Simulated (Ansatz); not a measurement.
Ta oxide hydroxide: PBE-D4/def2-SVP single points in Ansatz on relaxed structures, gas phase. Each cluster is the lowest isomer that a short search found in that spin, judged at the geometry's level, and lower ones may exist. Core potentials for Ta, no spin–orbit coupling. Binding counts from free atoms in the multiplicity of their measured ground term, without zero-point energy. The structures are stationary points that may keep the symmetry of their start.

```tsv
species	atoms	state	geometry	HOMO (eV)	LUMO (eV)	gap (eV)	binding per atom (eV)	point group (within 0.1 Å)
TaO4H3 (with an O–O bond)	8	singlet	PBE-D4/def2-SVP	-5.86	-2.17	3.69	4.43	Cs
Ta2O7H4 (with an O–O bond)	13	singlet	PBE-D4/def2-SVP	-7.15	-2.95	4.20	4.96	–
```

(1) Estimate the rows for Ta2O6H2 (with an O–O bond) (singlet, PBE-D4/def2-SVP geometry).

(1) 
```
                   species  atoms    state         geometry  HOMO (eV)  LUMO (eV)  gap (eV)  binding per atom (eV)  point group (within 0.1 Å)
Ta2O6H2 (with an O–O bond)     10  singlet  PBE-D4/def2-SVP      -7.22      -3.91      3.31                   5.32                           –
```

The gap (eV) runs from 3.31 (Ta2O6H2 (with an O–O bond)) to 4.20 (Ta2O7H4 (with an O–O bond)). The binding per atom (eV) runs from 4.43 (TaO4H3 (with an O–O bond)) to 5.32 (Ta2O6H2 (with an O–O bond)).
